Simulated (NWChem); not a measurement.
System: GeNH$_{5}$O; SMILES [NH2][GeH2][OH]

NWChem input:

```
start job
memory heap 200 mb stack 900 mb global 1100 mb
geometry units angstroms
  Ge    -0.201225    -0.231005     0.057581
  N      1.559043    -0.494978    -0.195798
  O     -0.522923     1.493122    -0.079644
  H     -0.563906    -0.690231     1.439605
  H     -0.957538    -0.958914    -1.015123
  H      1.911226    -0.247417    -1.110757
  H      2.168169    -0.072034     0.491565
  H     -1.420529     1.794187     0.030467
end
basis spherical
  * library def2-svp
end
dft
  xc pbe0
  iterations 150
end
driver
  maxiter 120
end
task dft optimize
task dft freq
```

Output (shortened):

```
             Northwest Computational Chemistry Package (NWChem) 7.3.0
             --------------------------------------------------------

 CS  symmetry detected

                             Geometry "geometry" -> ""
                             -------------------------

 Output coordinates in angstroms (scale by  1.889725989 to convert to a.u.)

  No.       Tag          Charge          X              Y              Z
 ---- ---------------- ---------- -------------- -------------- --------------
    1 Ge                  32.0000    -0.34357459     0.01136720     0.00000000
    2 N                    7.0000     0.63432925    -1.49731771     0.00000000
    3 O                    8.0000     0.76053218     1.38099578     0.00000000
    4 H                    1.0000    -1.17296365     0.04868694     1.25028259
    5 H                    1.0000    -1.17296365     0.04868694    -1.25028259
    6 H                    1.0000     1.21315066    -1.64339558    -0.81612111
    7 H                    1.0000     1.21315066    -1.64339558     0.81612111
    8 H                    1.0000     0.38945049     2.25892448     0.00000000

 Effective nuclear repulsion energy (a.u.)     220.1499213291

      Symmetry information
      --------------------

 Group name             Cs
 Group number              2
 Group order               2
 No. of unique centers     6

                                Z-matrix (autoz)
                                --------

 Units are Angstrom for bonds and degrees for angles

      Type          Name      I     J     K     L     M      Value
      ----------- --------  ----- ----- ----- ----- ----- ----------
    1 Stretch                  1     2                       1.79789
    2 Stretch                  1     3                       1.75924
    3 Stretch                  1     4                       1.50083
    4 Stretch                  1     5                       1.50083
    5 Stretch                  2     6                       1.01115
    6 Stretch                  2     7                       1.01115
    7 Stretch                  3     8                       0.95313
    8 Bend                     1     2     6               115.63180
    9 Bend                     1     2     7               115.63180
   10 Bend                     1     3     8               118.21372
   11 Bend                     2     1     3               108.17585
   12 Bend                     2     1     4               108.75036
   13 Bend                     2     1     5               108.75036
   14 Bend                     3     1     4               109.11515
   15 Bend                     3     1     5               109.11515
   16 Bend                     4     1     5               112.82909
   17 Bend                     6     2     7               107.63114
   18 Torsion                  2     1     3     8         180.00000
   19 Torsion                  3     1     2     6         -63.53628
   20 Torsion                  3     1     2     7          63.53628
   21 Torsion                  4     1     2     6         178.07616
   22 Torsion                  4     1     2     7         -54.85128
   23 Torsion                  4     1     3     8         -61.84511
   24 Torsion                  5     1     2     6          54.85128
   25 Torsion                  5     1     2     7        -178.07616
   26 Torsion                  5     1     3     8          61.84511

                           NWChem Geometry Optimization
                           ----------------------------

 maximum gradient threshold         (gmax) =   0.000450
 rms gradient threshold             (grms) =   0.000300
 maximum cartesian step threshold   (xmax) =   0.001800
 rms cartesian step threshold       (xrms) =   0.001200
 fixed trust radius                (trust) =   0.300000
 source of zmatrix                         =   autoz

          -------------------
          Energy Minimization
          -------------------

 Using diagonal initial Hessian
 Scaling for Hessian diagonals: bonds = 1.00  angles = 0.25  torsions = 0.10

          --------
          Step   0

                                 NWChem DFT Module
                                 -----------------

 Summary of "ao basis" -> "ao basis" (spherical)
 ------------------------------------------------------------------------------
       Tag                 Description            Shells   Functions and Types
 ---------------- ------------------------------  ------  ---------------------
 Ge                         def2-svp                12       32   5s4p3d
 N                          def2-svp                 6       14   3s2p1d
 O                          def2-svp                 6       14   3s2p1d
 H                          def2-svp                 3        5   2s1p

      Symmetry analysis of basis
      --------------------------

        a'         56
        a"         29

            General Information
            -------------------
          SCF calculation type: DFT
          Wavefunction type:  closed shell.
          No. of atoms     :     8
          No. of electrons :    52
           Alpha electrons :    26
            Beta electrons :    26
          Charge           :     0
          Spin multiplicity:     1
          Use of symmetry is: on ; symmetry adaption is: on
          Maximum number of iterations: 150
          AO basis - number of functions:    85
                     number of shells:    39
          Convergence on energy requested:  1.00D-06
          Convergence on density requested:  1.00D-05
          Convergence on gradient requested:  5.00D-04

              XC Information
              --------------
                         PBE0 Method XC Functional
                     Hartree-Fock (Exact) Exchange  0.250
          PerdewBurkeErnzerhof Exchange Functional  0.750
            Perdew 1991 LDA Correlation Functional  1.000 local
           PerdewBurkeErnz. Correlation Functional  1.000 non-local

             Grid Information
             ----------------
          Grid used for XC integration:  medium
          Radial quadrature: Mura-Knowles
          Angular quadrature: Lebedev.
          Tag              B.-S. Rad. Rad. Pts. Rad. Cut. Ang. Pts.
          ---              ---------- --------- --------- ---------
          Ge                  1.25      112           8.0       590
          N                   0.65       49          10.0       434
          O                   0.60       49           9.0       434
          H                   0.35       45          11.0       434
          Grid pruning is: on
          Number of quadrature shells:   345
          Spatial weights used:  Erf1

      Superposition of Atomic Density Guess
      -------------------------------------

 Sum of atomic energies:       -2206.47522086

      Non-variational initial energy
      ------------------------------

 Total energy =   -2207.620773
 1-e energy   =   -3512.002434
 2-e energy   =    1084.231739
 HOMO         =      -0.369617
 LUMO         =       0.063780

      Symmetry analysis of molecular orbitals - initial
      -------------------------------------------------

  Numbering of irreducible representations:

     1 a'          2 a"

  Orbital symmetries:

     1 a'          2 a'          3 a"          4 a'          5 a'
     6 a'          7 a'          8 a'          9 a'         10 a"
    11 a'         12 a'         13 a'         14 a"         15 a"
    16 a'         17 a'         18 a'         19 a'         20 a'
    21 a"         22 a'         23 a"         24 a'         25 a"
    26 a'         27 a'         28 a'         29 a'         30 a'
    31 a"         32 a'         33 a"         34 a'         35 a"
    36 a'

   convergence    iter        energy       DeltaE   RMS-Dens  Diis-err
 ---------------- ----- ----------------- --------- --------- ---------
 d= 0,ls=0.0,diis     1  -2209.1597767897 -2.43D+03  1.54D-02  6.94D-01
 d= 0,ls=0.0,diis     2  -2209.1138877048  4.59D-02  9.04D-03  1.22D+00
 d= 0,ls=0.0,diis     3  -2209.2352777500 -1.21D-01  1.28D-03  2.46D-02
 d= 0,ls=0.0,diis     4  -2209.2370452718 -1.77D-03  5.12D-04  3.78D-03
 d= 0,ls=0.0,diis     5  -2209.2373813365 -3.36D-04  1.41D-04  4.57D-04
  Resetting Diis
 d= 0,ls=0.0,diis     6  -2209.2374295618 -4.82D-05  1.90D-05  9.62D-06
 d= 0,ls=0.0,diis     7  -2209.2374300117 -4.50D-07  9.74D-06  4.69D-07

[...]

      ----------------------
      Optimization converged
      ----------------------

  Step       Energy      Delta E   Gmax     Grms     Xrms     Xmax
  ---- ---------------- -------- -------- -------- -------- --------
@    6   -2209.23949876 -3.6D-07  0.00004  0.00002  0.00047  0.00098
                                     ok       ok       ok       ok

                                Z-matrix (autoz)
                                --------

 Units are Angstrom for bonds and degrees for angles

      Type          Name      I     J     K     L     M      Value     Gradient
      ----------- --------  ----- ----- ----- ----- ----- ---------- ----------
    1 Stretch                  1     2                       1.81624   -0.00002
    2 Stretch                  1     3                       1.78976    0.00003
    3 Stretch                  1     4                       1.54071   -0.00003
    4 Stretch                  1     5                       1.54071   -0.00003
    5 Stretch                  2     6                       1.01629   -0.00004
    6 Stretch                  2     7                       1.01629   -0.00004
    7 Stretch                  3     8                       0.96307   -0.00002
    8 Bend                     1     2     6               114.79128    0.00002
    9 Bend                     1     2     7               114.79128    0.00002
   10 Bend                     1     3     8               113.39331   -0.00000
   11 Bend                     2     1     3               108.89003    0.00003
   12 Bend                     2     1     4               108.13934   -0.00000
   13 Bend                     2     1     5               108.13934   -0.00000
   14 Bend                     3     1     4               109.56154   -0.00001
   15 Bend                     3     1     5               109.56154   -0.00001
   16 Bend                     4     1     5               112.46967    0.00000
   17 Bend                     6     2     7               108.74605   -0.00000
   18 Torsion                  2     1     3     8         180.00000    0.00000
   19 Torsion                  3     1     2     6         -63.55214   -0.00002
   20 Torsion                  3     1     2     7          63.55214    0.00002
   21 Torsion                  4     1     2     6         177.46895   -0.00002
   22 Torsion                  4     1     2     7         -55.42678    0.00002
   23 Torsion                  4     1     3     8         -61.91419    0.00001
   24 Torsion                  5     1     2     6          55.42678   -0.00002
   25 Torsion                  5     1     2     7        -177.46895    0.00002
   26 Torsion                  5     1     3     8          61.91419   -0.00001

                         Geometry "geometry" -> "geometry"
                         ---------------------------------

 Output coordinates in angstroms (scale by  1.889725989 to convert to a.u.)

  No.       Tag          Charge          X              Y              Z
 ---- ---------------- ---------- -------------- -------------- --------------
    1 Ge                  32.0000    -0.32736838     0.02143169     0.00000000
    2 N                    7.0000     0.63792443    -1.51704949     0.00000000
    3 O                    8.0000     0.79907152     1.41224646     0.00000000
    4 H                    1.0000    -1.18317810     0.05073507     1.28082631
    5 H                    1.0000    -1.18317810     0.05073507    -1.28082631
    6 H                    1.0000     1.21249432    -1.65962667    -0.82606880
    7 H                    1.0000     1.21249432    -1.65962667     0.82606880
    8 H                    1.0000     0.35285136     2.26570702     0.00000000

 Effective nuclear repulsion energy (a.u.)     217.1436712509

      Symmetry information
      --------------------

 Group name             Cs
 Group number              2
 Group order               2
 No. of unique centers     6

                Final and change from initial internal coordinates
                --------------------------------------------------

                                Z-matrix (autoz)
                                --------

 Units are Angstrom for bonds and degrees for angles

[...]

 Rotational Constants
 --------------------
 A=   0.490368 cm-1  (  0.705514 K)
 B=   0.211918 cm-1  (  0.304896 K)
 C=   0.161223 cm-1  (  0.231959 K)

 Temperature                      =   298.15K
 frequency scaling parameter      =   1.0000

 Zero-Point correction to Energy  =   34.624 kcal/mol  (  0.055177 au)
 Thermal correction to Energy     =   38.158 kcal/mol  (  0.060808 au)
 Thermal correction to Enthalpy   =   38.750 kcal/mol  (  0.061752 au)

 Total Entropy                    =   74.547 cal/mol-K
   - Translational                =   39.956 cal/mol-K (mol. weight = 108.9590)
   - Rotational                   =   24.070 cal/mol-K (symmetry #  =        1)
   - Vibrational                  =   10.522 cal/mol-K

 Cv (constant volume heat capacity) =   18.572 cal/mol-K
   - Translational                  =    2.979 cal/mol-K
   - Rotational                     =    2.979 cal/mol-K
   - Vibrational                    =   12.613 cal/mol-K

[normal modes left out]

 ----------------------------------------------------------------------------
 Normal Eigenvalue ||           Projected Infra Red Intensities
  Mode   [cm**-1]  || [atomic units] [(debye/angs)**2] [(KM/mol)] [arbitrary]
 ------ ---------- || -------------- ----------------- ---------- -----------
    1       -0.000 ||    0.000030           0.001         0.029       0.005
    2        0.000 ||    0.000025           0.001         0.025       0.005
    3        0.000 ||    0.000120           0.003         0.117       0.022
    4        0.000 ||    0.000004           0.000         0.004       0.001
    5        0.000 ||    0.000000           0.000         0.000       0.000
    6        0.000 ||    0.000144           0.003         0.140       0.026
    7       73.612 ||    0.040727           0.940        39.703       7.329
    8      229.759 ||    0.025523           0.589        24.881       4.593
    9      231.517 ||    0.111364           2.569       108.563      20.039
   10      511.453 ||    0.057433           1.325        55.989      10.335
   11      542.733 ||    0.179437           4.140       174.924      32.288
   12      695.844 ||    0.103303           2.383       100.705      18.589
   13      705.047 ||    0.008235           0.190         8.027       1.482
   14      722.451 ||    0.089936           2.075        87.674      16.183
   15      804.886 ||    0.126980           2.930       123.786      22.849
   16      871.723 ||    0.120255           2.774       117.230      21.639
   17      893.567 ||    0.033343           0.769        32.505       6.000
   18      920.215 ||    0.033350           0.769        32.511       6.001
   19     1553.199 ||    0.021777           0.502        21.229       3.919
   20     2153.764 ||    0.188173           4.341       183.440      33.860
   21     2157.505 ||    0.091546           2.112        89.243      16.473
   22     3580.948 ||    0.018761           0.433        18.289       3.376
   23     3679.738 ||    0.027414           0.632        26.724       4.933
   24     3903.688 ||    0.055884           1.289        54.479      10.056
 ----------------------------------------------------------------------------
```

Level: PBE0/def2-SVP.
